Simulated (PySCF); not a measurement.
Hg (mercury, neutral) across methods

[Xe] 4f14 5d10 6s1 6p1, high-spin 3P determinant (an excited configuration). Computed with PySCF 2.14 in aug-cc-pVTZ-PP with ECP60MDF (6s6p5d3f2g, 88 functions), with a scalar-relativistic core potential.

| method | E (hartree) | mean ε 5d β (eV) | mean ε 6s α (eV) | mean ε 6p α (eV) | Σ⟨r²⟩ (bohr²) | ⟨S²⟩ |
| --- | --- | --- | --- | --- | --- | --- |
| PBE | -153.3469 | -11.674 | -8.719 | -2.526 | 62.80 | 2.002 |
| wB97X-V | -153.2809 | -15.972 | -11.776 | -4.893 | 61.79 | 2.001 |
| PBE0 | -153.3161 | -13.473 | -9.665 | -3.221 | 62.08 | 2.002 |
| r2SCAN | -153.3821 | -11.910 | -9.057 | -2.717 | 61.31 | 2.004 |
| UHF | -152.40532 | -18.129 | -11.773 | -5.030 | 62.44 | 2.005 |
| LDA | -153.0825 | -11.844 | -8.993 | -2.598 | 62.42 | 2.001 |
| wB97X | -153.3388 | -16.041 | -11.646 | -4.761 | 62.14 | 2.001 |

(1) Estimate the same row for r2SCANh.

Energies and moments cover only the electrons outside the core potential. Spin-orbit coupling, absent here, splits the open shell strongly.

## Answers

(1) E (hartree) = -153.3616; mean ε 5d β (eV) = -12.609; mean ε 6s α (eV) = -9.422; mean ε 6p α (eV) = -2.979; Σ⟨r²⟩ (bohr²) = 61.21; ⟨S²⟩ = 2.004.
